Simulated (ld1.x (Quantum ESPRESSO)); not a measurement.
## ruthenium (Ru): excitation energies, all-electron against PAW

| Quantity | Value |
| --- | --- |
| Element | ruthenium (Ru) |
| Generator | ld1.x (Quantum ESPRESSO) 7.5 |
| Type | PAW |
| Functional | PBE |
| Relativity | scalar-relativistic |
| Frozen core | [Kr] |
| Valence charge | 8 |
| Reference configuration | 4d7 5s1 5p0 |
| Partial waves | 5s (bound): rcut 2.15, rcutus 2.80 bohr; 5s channel at 3.7 Ry: rcut 2.15, rcutus 2.80 bohr; 5p (bound, empty): rcut 2.60, rcutus 3.45 bohr; 5p channel at 2.45 Ry: rcut 2.60, rcutus 3.45 bohr; 4d (bound): rcut 1.60, rcutus 1.95 bohr; 4d channel at 0.3 Ry: rcut 1.60, rcutus 1.95 bohr |
| Local potential | all-electron potential smoothed inside 3.30 bohr (lloc = -1) |
| Core correction | Bessel-smoothed model core, default radius (core density twice the valence density) |
| Augmentation charge | BESSEL, radius 1.60 bohr |

Energies are relative to the spin-unpolarised reference configuration 4d7 5s1 5p0; without spin polarisation the order of configurations can differ from experiment.

```tsv
valence configuration	charge	ΔE all-electron (eV)	error AE − PS (meV)
4d7 5s0 5p0	+1	7.292	-3.7
4d6 5s0 5p0	+2	25.479	-64
4d5 5s0 5p0	+3	56.101	-422
4d7.5 5s0.5 5p0	0	-0.317	-7.9
4d7 5s0 5p1	0	3.461	-1.4
```

What are ΔE and the potential's error for 4d8 5s0 5p0?

ΔE = -0.333 eV all-electron; the error (AE − PS) is -26 meV.

What are ΔE and the potential's error for 4d7 5s0.5 5p0?

ΔE = 2.863 eV all-electron; the error (AE − PS) is -1.2 meV.
